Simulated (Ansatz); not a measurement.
Consider the ligand exchange at the Si–O bond: `[SiH3]O[SiH](Cl)Cl` + `N[SiH](O)O` → `O[SiH](O)N[SiH](Cl)Cl` + `O[SiH3]`.

Isolated molecules relaxed with PBE0-D4/def2-TZVP in Ansatz; ΔE leaves out vibrations. CCSD(T)/CBS is the MP2 limit (def2-TZVPP, def2-QZVPP) plus CCSD(T) − MP2 in def2-TZVPP, frozen cores. This one scheme is used for every species. Functionals use def2-TZVPP. Each species was taken in one conformer, which may not be the lowest.

```
                species  PBE0-D4 energy (Eh)
   `[SiH3]O[SiH](Cl)Cl`          -1576.67060
           `N[SiH](O)O`           -497.60351
`O[SiH](O)N[SiH](Cl)Cl`          -1707.26452
              `O[SiH3]`           -366.99139
```

(1) Work out ΔE.

Largest T1 diagnostic among the species: 0.011.

Answers

(1) ΔE = (-1707.26452) + (-366.99139) − (-1576.67060) − (-497.60351) = 0.01820 Eh = +47.8 kJ/mol. CCSD(T)/CBS gives +52.7 kJ/mol.

In def2-TZVPP, CCSD(T) changes the Hartree–Fock value by −13.0 kJ/mol (the triples alone add −2.1 kJ/mol) and MP2 by −14.2 kJ/mol. The D4 term adds −5.4 kJ/mol with B3LYP and −3.1 kJ/mol with PBE0; it sums over pairs of atoms, weighted by their polarisabilities, and B3LYP, whose exchange is more repulsive, gets the larger term.

B3LYP here is the variant with VWN-RPA as its local correlation; programs differ in this.
